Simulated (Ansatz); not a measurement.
Relaxation of AlClH$_{2}$S$_{2}$ (6 atoms, charge 0, multiplicity 1), to a largest force component of 0.015 eV/Å in at most 40 steps.

The calculation used RKS B3LYP-D4/def2-SVP in Ansatz.

```xyz
6
Properties=species:S:1:pos:R:3
S -0.792 1.564 -1.138
Al -0.567 -0.198 0.193
S 0.809 -0.079 1.955
Cl -1.567 -2.064 -0.247
H 0.225 1.205 -2.000
H 1.935 -0.492 1.191
```

**Question.** Where does it end, and by what steps?

**Answer.** The run converged. After 14 steps the energy has fallen by 0.559 eV; H6 moved furthest, 1.06 Å.

| step | energy less start (eV) | largest force component (eV/Å) | accepted |
| --- | --- | --- | --- |
| 0 | 0.0000 | 1.184 | yes |
| 1 | -0.0991 | 0.589 | yes |
| 2 | -0.1220 | 0.167 | yes |
| 3 | -0.1269 | 0.088 | yes |
| 4 | -0.1320 | 0.078 | yes |
| 5 | -0.1447 | 0.715 | yes |
| 6 | -0.2476 | 0.423 | yes |
| 7 | -0.3313 | 0.369 | yes |
| 8 | -0.4150 | 0.367 | yes |
| 9 | -0.4701 | 0.311 | yes |
| 10 | -0.5241 | 0.161 | yes |
| 11 | -0.5536 | 0.140 | yes |
| 12 | -0.5585 | 0.031 | yes |
| 13 | -0.5590 | 0.027 | yes |
| 14 | -0.5591 | 0.003 | yes |

```xyz
6
Properties=species:S:1:pos:R:3
S 0.174 1.365 -1.192
Al -0.222 -0.371 0.068
S 0.917 -0.726 1.890
Cl -1.722 -1.751 -0.453
H -0.784 1.036 -2.092
H 1.679 0.384 1.733
```

Whether the end is a true minimum wasn't checked by a vibrational analysis.

Time of the run: 53 s on 1 thread of Arm Neoverse V1, with other jobs on the host, peak memory 0.17 GiB.
